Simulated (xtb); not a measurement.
BF₂H₂N, SMILES NB(F)F. All values are semi-empirical tight-binding results from xtb (GFN2-xTB unless named), good for trends rather than for accurate numbers. Geometry optimised at GFN2-xTB. The values are those of a single conformer.

Computed properties:
```json
{
 "point_group_as_xtb_finds_it": "C2v",
 "orbital_gap": "7.42 eV",
 "dipole_moment": "3.52 D",
 "zero_point_energy": "21.9 kcal/mol",
 "G − E(el) at 298.15 K (modified RRHO)": "5.7 kcal/mol",
 "static polarisability (D4 model)": "29.0 bohr³",
 "solvation energy, GFN2-xTB/ALPB(water)": "-6.6 kcal/mol",
 "solvation energy, GFN2-xTB/ALPB(ch2cl2)": "-4.0 kcal/mol"
}
```

Computed IR lines (harmonic; lines under 4 % of the strongest left out, lines within 3 cm⁻¹ merged):
ν (cm⁻¹): 411 (w), 533 (s), 851 (w), 1287 (vs), 1409 (m), 1527 (vs), 3532 (w) (against the strongest line: vs over 80 %, s over 45 %, m over 15 %, w over 4 %, vw less)
